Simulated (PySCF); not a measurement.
FeO, SMILES [O]=[Fe] (connectivity only; charge and spin as stated), neutral, multiplicity 5. Atoms are numbered in the order given.

```xyz
2

Fe     0.0000     0.0000    -0.3789
O      0.0000     0.0000     1.2314
```
Charge 0, spin multiplicity 5.

Coordinates come from a B3LYP-D3(BJ)/def2-TZVPD optimisation. The spin state was assumed, not searched.

These are PySCF with CAM-B3LYP/def2-TZVPD values and carry that method's errors.

Mulliken values depend strongly on the basis, most of all with diffuse functions as here. ESP charges are fitted to the potential on shells at 1.4 to 2.0 van der Waals radii. Atomic charges (e):

```tsv
atom	Mulliken	ESP fit	Mulliken spin
Fe1	0.84	?	3.55
O2	-0.84	?	0.45
```

Problem. What belongs in the gaps? (The exact figures need the calculation; the answer reports its results.)

Solution. 
- Fe1, ESP fit: 0.70
- O2, ESP fit: -0.70
